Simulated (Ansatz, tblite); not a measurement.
Cost and result up the ladder for GaH2(OH) (GaOH3) (5 atoms). The state is a singlet with charge 0. Geometry: r2SCAN-D4/def2-TZVP.

```xyz
5

Ga    0.150    0.453    0.280
H     1.465    0.801    1.019
H    -1.146    1.301    0.119
O     0.174   -1.167   -0.478
H    -0.642   -1.388   -0.939
```

Ansatz on 4 threads of Arm Neoverse V2 on a shared host; xTB runs through tblite on one thread. Times are rough, summed over both states, and most runs start from the orbitals of an earlier one. PBE0-D4/def2-TZVP serves as the yardstick here, not as an exact answer. The other state is a triplet.

The xTB rows come from tblite. HOMO above LUMO, or a gap near zero within one spin, warns that the state may not be the lowest or that an electron is smeared out.

xTB has no spin-polarisation term.

```csv
level,functions,wall time,vertical triplet (eV),difference from PBE0-D4/def2-TZVP (eV),remarks
GFN2-xTB,16,0.004 s,5.50,0.07,–
GFN1-xTB,19,0.005 s,7.57,2.14,–
PBE-D4/def2-TZVP,97,2.5 s,5.09,-0.34,gap within one spin near zero (triplet)
PBE0-D4/def2-TZVP,97,3.3 s,5.43,0.00,–
r2SCAN-D4/def2-TZVP,97,5.4 s,5.17,-0.25,–
```
